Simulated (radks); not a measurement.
The numbers below are computed, except where a source is named.
Effect of the nuclear size on neutral gold, [Xe] 4f14 5d10 6s1. Code: a radial shooting solver on a logarithmic mesh with Libxc functionals. Model: Dirac Kohn-Sham, PBE, spin-unpolarised, spherical densities, finite nucleus; Fermi nuclear charge, rms radius 5.4371 fm. The rms radius is varied about that value; shifts are against it.

| rms radius (fm) | total energy shift (eV) | density at nucleus (e/bohr^3) | 1s1/2 shift (meV) | 2s1/2 shift (meV) | 4p1/2 shift (meV) | 5s1/2 shift (meV) | 6s1/2 shift (meV) | 6p1/2 (empty) shift (meV) |
|---|---|---|---|---|---|---|---|---|
| 4.8445 | -20.0 | 2.245e+06 | -8010 | -1180 | -1.33 | -13.3 | -0.977 | 0.112 |
| 5.1979 | -8.23 | 2.182e+06 | -3300 | -488 | -0.550 | -5.46 | -0.402 | 0.046 |
| 5.4371 | 0 | 2.143e+06 | 0.000 | 0.000 | 0.000 | 0.000 | 0.000 | 0.000 |
| 5.7959 | 12.8 | 2.089e+06 | 5120 | 756 | 0.857 | 8.47 | 0.624 | -0.072 |
| 6.4049 | 35.5 | 2.007e+06 | 14200 | 2100 | 2.40 | 23.6 | 1.74 | -0.200 |

Slopes of the eigenvalues against <r^2> in GHz/fm^2, as finite differences over the two radii next to the reference (eigenvalue slopes, not the field-shift constants of lines): 1s1/2 310000, 2s1/2 45700, 4p1/2 51.8, 5s1/2 512, 6s1/2 37.7, 6p1/2 (empty) -4.34.
